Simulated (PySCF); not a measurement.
Compound: C₆H₁₅NSi₂.
Numbering: `[CH3:1][NH:2][CH2:3][C@@H:4]1[CH2:5][SiH2:6][CH:7]=[C:8]1[SiH3:9]`

NICS is the negative of the GIAO shielding at a point without a nucleus: at the ring centre (0) and 1 Å above and below it (1); zz is the component along the ring normal. Level: GIAO PBE0/pcSseg-1 (PySCF, non-relativistic, gas phase) on the GFN2-xTB geometry, one conformer.

Ring bond lengths (Å), with Mayer bond orders in brackets: C4–C5 1.537 (1.01), C5–Si6 1.907 (0.91), Si6–C7 1.873 (0.91), C7–C8 1.336 (1.92), C8–C4 1.509 (0.96).

**Question.** What do the NICS probes read (ppm)?

**Answer.** 
```json
{"ring": "C4–C5–Si6–C7–C8", "type": "5-membered ring with Si; formal bonds 1 double, 4 single", "NICS(0)": "-2.4", "NICS(1), two faces": "-2.9 / -4.7", "NICS(1)zz, two faces": "-2.1 / -2.2", "rms pucker (Å)": "0.13", "centre to ring atoms, mean (Å)": "1.37"}
```

**Question.** What can be read from them?

**Answer.** 
- C4–C5–Si6–C7–C8: mean NICS(1)zz -2.2 ppm, near zero. C4, C5, Si6 have four or more neighbours, so the value isn't read as a sign of a π ring current.

**Question.** At the first NICS(1) probe listed for ring C4–C5–Si6–C7–C8, 1 Å off the ring, what do the in-plane components average?

**Answer.** The isotropic value is a third of the trace: (3 × -2.9 − (-2.1))/2 = -3.3 ppm.

**Question.** Give the inner angles of the rings and the Hirshfeld charges of the ring atoms.

**Answer.** 
- C4–C5–Si6–C7–C8: C4 109.3° (-0.029 e), C5 105.0° (-0.163 e), Si6 89.6° (+0.330 e), C7 112.5° (-0.150 e), C8 115.9° (-0.073 e); sum 532.3° against 540° for a flat convex ring.

**Question.** How shielded are the nuclei of the rings and their hydrogens (means over atoms taken as equivalent)?

**Answer.** 
```tsv
atoms	environment	σ isotropic (ppm)
C4	allylic carbon	135.6
C5	sp3 carbon bound to silicon	165.4
Si6	SiH2 silicon	386.4
C7	alkene CH carbon	43.4
C8	fully substituted alkene carbon	5.0
H on C4	methine hydrogen	28.51
H on C5	methylene hydrogen	31.16
H on C5	methylene hydrogen	30.37
H on Si6	Si–H hydrogen	27.15
H on Si6	Si–H hydrogen	27.08
H on C7	vinylic hydrogen	25.08
```
